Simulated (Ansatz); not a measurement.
The first iterations of a band of GaH6NO (9 atoms, charge 0, multiplicity 1).

These are results of RKS PBE-D4/def2-TZVP in Ansatz 0.2.0, not measurements.

```yaml
movable_images: 5
climbing_image: yes
spring: 5.0 eV/Å²
optimiser: quadratic models (default)
start_path: through a guess of the saddle point
force_threshold: 0.05 eV/Å
iteration_limit: 60
end_points: relaxed
```

Image 0:

```xyz
9
Properties=species:S:1:pos:R:3
Ga -0.721 -0.269 -0.671
N 0.925 0.700 -0.471
H -0.637 -1.617 -1.471
H -2.012 0.582 -0.360
H 0.621 -0.208 1.113
O -0.104 -0.872 1.360
H 1.705 0.419 -1.065
H 0.867 1.718 -0.491
H -0.643 -0.454 2.055
```

Image 6:

```xyz
9
Properties=species:S:1:pos:R:3
Ga -0.866 -0.468 -0.318
N 0.989 0.656 -0.378
H -0.577 -1.559 -1.423
H -1.989 0.647 -0.401
H 1.334 0.369 0.545
O -0.417 -1.024 1.401
H 1.664 0.375 -1.092
H 0.898 1.674 -0.394
H -1.035 -0.670 2.060
```

| iteration | highest image above the first end (eV) | largest band force component (eV/Å) |
| --- | --- | --- |
| 1 | 0.524 | 2.522 |
| 2 | 0.218 | 1.410 |

Problem. Does the band converge within its limit, and where does its top end?

Solution. The run converged. It ended after 7 iterations with the highest image 0.063 eV above the first end. A vibrational analysis at the climbing image gives one clearly imaginary mode, 744i cm⁻¹: a first-order saddle point. The orbitals stay closed-shell, which can raise the energy where a bond breaks towards radicals; this wasn't checked here.

Run time: 79 s on 4 threads of Arm Neoverse N1 (shared host), peak memory 0.26 GiB.
